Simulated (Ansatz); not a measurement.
C2H5ClOSi can be A, `C[Si]1(Cl)CO1`, or B, `O/C=C/[SiH2]Cl`.

Gas-phase electronic energies from Ansatz, PBE0-D4/def2-TZVP geometries. CCSD(T)/CBS adds triple-zeta CCSD(T) − MP2 to the extrapolated MP2 energy (def2 sets, frozen cores). Functionals use def2-TZVPP. B3LYP here is the variant with VWN-RPA as its local correlation; programs differ in this. Each species was taken in one conformer, which may not be the lowest.

A:

Z-matrix (Å, degrees):
```
C
Si 1 1.842
H 1 1.093 2 110.0
H 1 1.092 2 110.8 3 119.5
H 1 1.091 2 109.7 3 -119.7
Cl 2 2.041 1 110.3 3 -61.9
C 2 1.796 1 127.2 3 138.0
O 2 1.644 1 119.2 3 76.3
H 7 1.088 2 123.2 1 -2.3
H 7 1.088 2 121.5 1 161.2
```

B:

Z-matrix (Å, degrees):
```
Si
Cl 1 2.066
C 1 1.828 2 111.6
H 1 1.482 2 105.6 3 -122.5
H 1 1.485 2 107.5 3 119.5
C 3 1.333 1 120.2 2 112.9
H 3 1.087 1 121.7 2 -67.2
O 6 1.347 3 122.8 1 179.4
H 6 1.089 3 121.7 1 -0.5
H 8 0.960 6 110.1 3 179.8
```

(1) Which is lower in electronic energy at CCSD(T)/CBS, and by how much? (An estimate is asked.)

(2) Give E(B) − E(A) in kcal/mol with HF/def2-TZVPP, PBE0-D4, ωB97M-V, B3LYP-D4, CCSD(T)/def2-TZVPP, B3LYP, CCSD/def2-TZVPP. (Estimate.)

Largest T1 diagnostic: 0.012.

Results:

(1) Ansatz gave: A, by 15.5 kcal/mol.

(2) The calculation gave: HF/def2-TZVPP 8.5, PBE0-D4 16.0, ωB97M-V 16.2, B3LYP-D4 13.5, CCSD(T)/def2-TZVPP 15.2, B3LYP 13.0, CCSD/def2-TZVPP 14.9. None reverses the order clearly.

In def2-TZVPP, CCSD(T) changes the Hartree–Fock value by +6.7 kcal/mol (the triples alone add +0.3 kcal/mol) and MP2 by +8.9 kcal/mol.
